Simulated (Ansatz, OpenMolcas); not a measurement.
**GeSe (Germanium monoselenide): the electronic atomisation energy, rung by rung**

The species is GeSe (2 atoms), meant as a singlet with charge 0. SMILES: `[Ge-]#[Se+]`. Geometry: the measured bond length.

```xyz
2

Ge    0.0000    0.0000    0.0000
Se    0.0000    0.0000    2.1346
```

Quantity: the electronic atomisation energy, in eV. The values are calculated. Electronic energies at fixed atoms, without zero-point motion or spin-orbit coupling.

```csv
level,kind,program,value (eV),less CCSD(T)/aug-cc-pVTZ,CPU time (all runs)
HF/aug-cc-pVTZ,Hartree–Fock,Ansatz,2.78,-2.35,6.9 s
BLYP/aug-cc-pVTZ,GGA,OpenMolcas,5.25,+0.12,81 s
revPBE/aug-cc-pVTZ,GGA,OpenMolcas,5.11,-0.02,67 s
BHLYP/aug-cc-pVTZ,global hybrid,OpenMolcas,4.70,-0.43,62 s
B2PLYP/aug-cc-pVTZ,double hybrid,Ansatz,5.20,+0.07,23 s
RPA@PBE/aug-cc-pVTZ,RPA,Ansatz,4.78,-0.35,25 s
RPA@PBE0/aug-cc-pVTZ,RPA,Ansatz,4.88,-0.25,24 s
CCSD(T)/aug-cc-pVTZ,coupled cluster or CI,Ansatz,5.13,0.00,22 s
```

CCSD(T)/aug-cc-pVTZ is the highest level here, not the true value. All-electron rows without a relativistic Hamiltonian named are non-relativistic. The values span 2.78 to 5.25 eV. In the correlated wave-function rows the outer d shell of Ge, Se is correlated, in sets not made for it. Times are those of the runs behind each value, whatever else they computed, on shared processors of several kinds: orders of magnitude only.
